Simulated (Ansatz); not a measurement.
Reaction (hydrogen abstraction from a Ga–H bond): `[CH3][GaH][Cl]` + Cl• → `[CH3][Ga][Cl]`• + HCl

Computed with Ansatz on PBE0-D4/def2-TZVP structures; ΔE is electronic, products minus reactants. CBS: MP2 limit from def2 TZ/QZ plus the TZ coupled-cluster correction, frozen cores. This one scheme is used for every species, atoms too. DFT in def2-TZVPP. Open shells (•) are unrestricted, without spin–orbit coupling. Spin–orbit coupling would lower the free atoms: a little for Cl. Bonds to Ga are less sure, by a few kJ/mol each and by 10 to 20 or more in all where they break to atoms, as the def2 sets lack core-valence functions. Scalar relativity is left out up to krypton.

`[CH3][GaH][Cl]`:

```xyz
7

C     0.193   -0.386   -0.857
Ga   -0.029    0.514    0.862
Cl   -1.763   -0.055    2.018
H     0.256    0.350   -1.662
H    -0.639   -1.061   -1.052
H     1.125   -0.957   -0.861
H     0.859    1.595    1.552
```

`[CH3][Ga][Cl]`•:

Z-matrix (Å, degrees):
```
C
Ga 1 2.001
H 1 1.092 2 107.3
H 1 1.092 2 107.3 3 117.4
H 1 1.088 2 111.7 3 -121.3
Cl 2 2.184 1 114.5 3 -58.7
```

HCl:

```xyz
2

Cl    0.201    0.357   -0.491
H    -0.201   -0.357    0.491
```

CCSD(T)/CBS gives -95.0 kJ/mol.

Q: Another level gave -95.9 kJ/mol. Which?
A. LC-ωPBE/def2-TZVPP
B. MP2/def2-TZVPP
C. CAM-B3LYP/def2-TZVPP
D. BLYP-D4/def2-TZVPP

A: C. CAM-B3LYP -95.9, MP2/def2-TZVPP -100.5, LC-ωPBE -90.2, BLYP-D4 -111.9 kJ/mol.

Largest T1 diagnostic among the species: 0.014.

From BLYP to BHLYP (50 % exact exchange), in def2-TZVPP and without D4, ΔE moves by +26.3 kJ/mol. In def2-TZVPP, CCSD(T) changes the Hartree–Fock value by −32.6 kJ/mol (the triples alone add −5.6 kJ/mol) and MP2 by −43.0 kJ/mol. Leaving LDA and LC-ωPBE aside and taking each functional with its dispersion term where it has one, the values, not all of them listed here, spread over 34.4 kJ/mol, from PBE-D4 to BHLYP-D4. LDA lies −15.2 kJ/mol from PBE without D4.

CCSD(T)/CBS has its own doubt, a few kJ/mol and more with outer-core shells, so smaller differences from it don't rank the levels.
